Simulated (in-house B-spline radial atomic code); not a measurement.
Inner levels of tellurium as electrons are removed. A shift is the extra binding of the orbital against the neutral atom ([Kr] 4d10 5s2 5p1/2(2) 5p3/2(2)). The density at the nucleus is averaged over the nuclear charge. Computed with a B-spline radial code for spherical atoms: Dirac-Hartree-Fock, jj configuration that fills j = l - 1/2 first, finite nuclei.

A number in brackets counts the electrons of a j subshell.

```csv
ion,configuration,shift of 2p1/2 (eV),shift of 3p3/2 (eV),shift of 2s1/2 (eV),radius of 2p1/2 (bohr),radius of 3p3/2 (bohr),radius of 2s1/2 (bohr),Σ<r²> (bohr²),change of density at nucleus (bohr⁻³)
Te26+,[Ar] 3d3/2(4) 3d5/2(4),940.01,842.63,932.02,0.10059,0.31057,0.11887,1.7232,-553.23
Te27+,[Ar] 3d3/2(4) 3d5/2(3),1037.7,914.38,1027.57,0.10053,0.30792,0.11878,1.5986,-441.5
Te28+,[Ar] 3d3/2(4) 3d5/2(2),?,?,?,?,?,?,?,?
Te29+,[Ar] 3d3/2(4) 3d5/2(1),1239.77,1061.63,1224.94,0.10039,0.30272,0.11857,1.3667,-206.06
Te30+,[Ar] 3d3/2(4),1344.13,1137.13,1326.73,0.10031,0.30017,0.11846,1.2587,-82.339
Te31+,[Ar] 3d3/2(3),?,?,?,?,?,?,?,?
Te32+,[Ar] 3d3/2(2),1554.04,1297.93,1538.65,0.099986,0.29478,0.11821,1.0599,184.92
Te33+,[Ar] 3d3/2(1),1662.03,1380.21,1647.68,0.099813,0.29215,0.11808,0.96706,324.78
Te34+,[Ne] 3s2 3p6,1772.05,1463.74,1758.73,0.099634,0.28955,0.11794,0.87823,468.82
```

**Question.** Fill in the row of Te28+.

**Answer.** shift of 2p1/2 (eV): 1137.62; shift of 3p3/2 (eV): 987.38; shift of 2s1/2 (eV): 1125.22; radius of 2p1/2 (bohr): 0.10046; radius of 3p3/2 (bohr): 0.30531; radius of 2s1/2 (bohr): 0.11868; Σ<r²> (bohr²): 1.4798; change of density at nucleus (bohr⁻³): -325.77.

**Question.** Fill in the row of Te31+.

**Answer.** shift of 2p1/2 (eV): 1448.07; shift of 3p3/2 (eV): 1216.91; shift of 2s1/2 (eV): 1431.66; radius of 2p1/2 (bohr): 0.10015; radius of 3p3/2 (bohr): 0.29745; radius of 2s1/2 (bohr): 0.11834; Σ<r²> (bohr²): 1.157; change of density at nucleus (bohr⁻³): 49.214.
